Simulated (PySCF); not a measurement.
A calculated (BP86, PySCF 2.14, cc-pVTZ-DK, the spin-free X2C one-electron Hamiltonian (Gaussian nucleus)) atom or ion has these occupied shells.

```json
{"shell": "1s α", "electrons": "1", "orbital energy (eV)": "-10245.7", "rms radius, mean of both spins (bohr)": "0.0560"}
{"shell": "1s β", "electrons": "1", "orbital energy (eV)": "-10245.6", "rms radius, mean of both spins (bohr)": "0.0560"}
{"shell": "2s α", "electrons": "1", "orbital energy (eV)": "-1284.1", "rms radius, mean of both spins (bohr)": "0.236"}
{"shell": "2s β", "electrons": "1", "orbital energy (eV)": "-1284.1", "rms radius, mean of both spins (bohr)": "0.236"}
{"shell": "2p α", "electrons": "3", "orbital energy (eV)": "-1121.0", "rms radius, mean of both spins (bohr)": "0.211"}
{"shell": "2p β", "electrons": "3", "orbital energy (eV)": "-1121.0", "rms radius, mean of both spins (bohr)": "0.211"}
{"shell": "3s α", "electrons": "1", "orbital energy (eV)": "-169.00", "rms radius, mean of both spins (bohr)": "0.700"}
{"shell": "3s β", "electrons": "1", "orbital energy (eV)": "-168.95", "rms radius, mean of both spins (bohr)": "0.700"}
{"shell": "3p α", "electrons": "3", "orbital energy (eV)": "-119.77", "rms radius, mean of both spins (bohr)": "0.737"}
{"shell": "3p β", "electrons": "3", "orbital energy (eV)": "-119.70", "rms radius, mean of both spins (bohr)": "0.737"}
{"shell": "3d α", "electrons": "5", "orbital energy (eV)": "-40.055", "rms radius, mean of both spins (bohr)": "0.905"}
{"shell": "3d β", "electrons": "5", "orbital energy (eV)": "-39.833", "rms radius, mean of both spins (bohr)": "0.905"}
{"shell": "4s α", "electrons": "1", "orbital energy (eV)": "-26.854", "rms radius, mean of both spins (bohr)": "2.23"}
```

Q: Name the element and its charge.

A: Ga²⁺ (gallium, charge +2), in [Ar] 3d10 4s1, 2S determinant.
